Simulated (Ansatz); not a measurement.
Compare A (`NC[SiH2][SiH3]`) with its isomer B (`N[SiH2]C[SiH3]`).

Gas-phase electronic energies from Ansatz, PBE0-D4/def2-TZVP geometries. CBS: MP2 limit from def2 TZ/QZ plus the TZ coupled-cluster correction, frozen cores. DFT in def2-TZVPP. B3LYP here is the variant with VWN-RPA as its local correlation; programs differ in this. One conformer a species, not always the lowest.

Q: Which is lower in electronic energy at CCSD(T)/CBS, and by how much? (An estimate is asked.)

A: The calculation gave: B, by 147.9 kJ/mol.

Q: Give E(B) − E(A) in kJ/mol with B2PLYP, LDA (SPW92), B3LYP-D4, ωB97M-V, CCSD(T)/def2-TZVPP, CCSD(T)/def2-SVP, BLYP-D4. (Estimate.)

A: The calculation gave: B2PLYP -146.9, LDA (SPW92) -127.7, B3LYP-D4 -140.8, ωB97M-V -150.6, CCSD(T)/def2-TZVPP -145.3, CCSD(T)/def2-SVP -123.7, BLYP-D4 -134.6. None reverses the order clearly.

Q: Does the order hold for the free energy at 298.15 K (harmonic terms from PBE0-D4)? (Best estimate.)

A: The calculation gave: Yes: G(B) − G(A) = -152.6 kJ/mol, for one conformer each. Modes under 60 cm⁻¹, often nearly free rotors, make the harmonic entropy too high.

Largest T1 diagnostic: 0.011.

From r2SCAN to r2SCAN0 (25 % exact exchange), in def2-TZVPP and without D4, E(B) − E(A) moves by −3.3 kJ/mol. At CCSD(T), def2-SVP lies +24.1 kJ/mol from the extrapolated value and def2-TZVPP +2.6 kJ/mol.
